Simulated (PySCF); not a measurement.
## Trend along the chalcogens: MS molecules

PBE0 with double-zeta basis sets in PySCF, for the lowest determinant that a PBE0 search found; no spin–orbit coupling. De refers to high-spin ground-configuration atoms. A positive dipole means M(−)S(+).

```csv
M,basis,state (unpaired electrons),Re (Å),ωe (cm⁻¹),De (eV),μ (D)
O,aug-cc-pV(D+d)Z/aug-cc-pVDZ,triplet (π ↑↑),1.497,1164,5.28,1.51
S,def2-SVPD,triplet (π ↑↑),1.908,738,4.32,n/a
Te,x2c-SVPall,triplet (π ↑↑),2.243,485,3.52,-1.66
```

The shortest bond is that of SO (1.497 Å), the longest that of TeS (2.243 Å). SO is bound most strongly (5.28 eV) and TeS least (3.52 eV).

The rows differ in basis set, which adds steps of its own.

Relativity is treated differently too: O no relativity; S no relativity; Te spin-free X2C.

Down a group bonds as a rule get longer and wavenumbers fall, partly through the reduced mass; this series shows no clear exception.

These are scalar-relativistic numbers at best; spin–orbit coupling would shift them, the dissociation energy most. States were picked by a PBE0 search and need not be the measured ground states.
